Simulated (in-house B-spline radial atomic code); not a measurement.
RPA and G0W0 on LDA exchange-only: N

Configuration [He] 2s2 2p3, highest spin, mean-field start LDA exchange-only. Computed with a B-spline radial code for spherical atoms: all electrons, non-relativistic, point nucleus, each spin shell either full or empty, empty states to l = 9 with an (l + 1/2)⁻⁴ tail; G0W0 by contour deformation at full frequency.

Command:
```bash
python run_gw.py task.json out
```
Settings (radii: box in bohr, nucleus in fm):
```
Z                        7
electrons                7
configuration            [He] 2s2 2p3
hamiltonian              nr
method                   lda,
lmax                     9
spin_polarised           True
box_radius               40
intervals                49
```

Run time, properties included: 0.7 s on 1 thread of Arm Neoverse V2, with other jobs on the host.

Energies (hartree):

| term | value |
| --- | --- |
| mean-field total | -53.70928 |
| Hartree-Fock functional on these orbitals | -54.39329 |
| direct second order | -0.41819 |
| second-order exchange | 0.19419 |
| SOSEX correction | 0.16339 |

Task: What is the RPA correlation energy, and what remains with SOSEX?

Result: RPA gives -0.34009 hartree (-1.32 eV per electron); RPA + SOSEX gives -0.1767, and the second-order doubles -0.22401 hartree (no singles). SOSEX takes back 48 % of the RPA value.

Quasi-particle levels (eV):

```tsv
level	occupied	mean field	Σx - vxc	Σc	QP weight	G0W0
2p up	yes	-7.518	-8.46	?	?	?
2p down	no	-2.375	5.82	-3.70	0.864	-0.256
```

G0W0 = mean field + (Σx - vxc) + Σc, with Σc (partial-wave tail included) taken at the quasi-particle energy. Levels of low weight are left out.

Task: Where does G0W0 put 2p up?

Result: At -13.482 eV, with Σc = 2.50 eV and a quasi-particle weight of 0.689. The tabulated removal energy is 14.534 eV (NIST, measured).
